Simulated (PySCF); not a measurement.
SMILES BrC[SiH2]Br (PBE0/def2-SVP optimised geometry):

```
8

Br     1.837     0.226    -1.635
C      1.119    -0.530     0.000
Si    -0.765    -0.530     0.000
Br    -1.521     1.560     0.000
H      1.521     0.055     0.839
H      1.500    -1.560     0.080
H     -1.283    -1.231    -1.206
H     -1.246    -1.196     1.246
```

Method: PBE0/def2-TZVP (PySCF 2.14.0).

**Question.** What are the frontier orbital energies and the dipole moment?

**Answer.** HOMO-2 -8.54 eV, HOMO-1 -8.17 eV, HOMO -7.95 eV, LUMO -0.65 eV, LUMO+1 -0.06 eV; dipole moment 2.17 D.

On the same geometry PySCF 2.14.0 with PBE/def2-TZVP gives HOMO-2 -7.25 eV, HOMO-1 -6.87 eV, HOMO -6.68 eV, LUMO -1.61 eV, LUMO+1 -0.98 eV; dipole moment 2.03 D.

Meta-Löwdin charges at PBE0/def2-TZVP: Br1 -0.07, C2 -0.46, Si3 0.65, Br4 -0.26, H5 0.15, H6 0.15, H7 -0.08, H8 -0.09.
